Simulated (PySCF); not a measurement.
Ground-state electric properties of a mixed set of molecules.

All values: wB97X-D/def2-SVPD (PySCF) at GFN2-xTB geometries, gas phase, one conformer each. Core orbitals are frozen in the response; Δα² is half the sum of the squared differences of the principal polarisabilities.

(1) Rank by dipole moment, highest first.
A. `[CH3:1][S:2][c:3]1[cH:4][s:5][n:6][n:7]1` with C1–S2–C3–C4 180°
B. `[O:1]=[CH:2][O:3]/[CH:4]=[CH:5]\[F:6]` with O1–C2–O3–C4 0°, C2–O3–C4–C5 180°
C. `CC1=PC(F)=PC=P1`
D. `[F:1][C:2]([F:3])([F:4])[Si@H:5]([PH2:6])[NH:7][SiH3:8]` with C2–Si5–P6–H 156° and 62°, C2–Si5–N7–Si8 -35°

(2) Rank by polarisability anisotropy Δα, highest first.
A. `[CH3:1][CH2:2][NH:3][NH2:4]` with C1–C2–N3–N4 70°, C2–N3–N4–H -79° and 40°
B. `[O:1]=[CH:2][O:3]/[CH:4]=[CH:5]\[F:6]` with O1–C2–O3–C4 0°, C2–O3–C4–C5 180°
C. `Cc1pcpc(F)p1`
D. `[CH3:1][S:2][c:3]1[cH:4][s:5][n:6][n:7]1` with C1–S2–C3–C4 180°
E. `[F:1][C:2]([F:3])([F:4])[Si@H:5]([PH2:6])[NH:7][SiH3:8]` with C2–Si5–P6–H 156° and 62°, C2–Si5–N7–Si8 -35°

Answers

(1) D (3.10 D), C (2.03 D), A (1.80 D), B (0.70 D).

(2) C (10.85 Å³), D (8.19 Å³), B (4.82 Å³), E (4.18 Å³), A (0.90 Å³).

All values together:

```
                  SMILES     formula  μ (D)  HOMO (eV)  LUMO (eV)  α (Å³)  Δα (Å³)  electrons  α per electron (Å³)
            Cc1pcpc(F)p1     C4H4FP3   2.03      -9.02      -1.10   18.15    10.85         82                0.221
FC(F)(F)[Si@H](P)N[SiH3]  CH7F3NPSi2   3.10      -9.62       1.25   14.79     4.18         90                0.164
                    CCNN      C2H8N2   1.85      -8.67       2.40    6.71     0.90         34                0.197
               CSc1csnn1    C3H4N2S2   1.80      -8.33       0.02   12.83     8.19         68                0.189
              O=CO/C=C\F     C3H3FO2   0.70      -9.54       0.95    6.92     4.82         46                0.151
```

Conformers: `[F:1][C:2]([F:3])([F:4])[Si@H:5]([PH2:6])[NH:7][SiH3:8]` with C2–Si5–P6–H 156° and 62°, C2–Si5–N7–Si8 -35°; `[CH3:1][CH2:2][NH:3][NH2:4]` with C1–C2–N3–N4 70°, C2–N3–N4–H -79° and 40°; `[CH3:1][S:2][c:3]1[cH:4][s:5][n:6][n:7]1` with C1–S2–C3–C4 180°; `[O:1]=[CH:2][O:3]/[CH:4]=[CH:5]\[F:6]` with O1–C2–O3–C4 0°, C2–O3–C4–C5 180°.
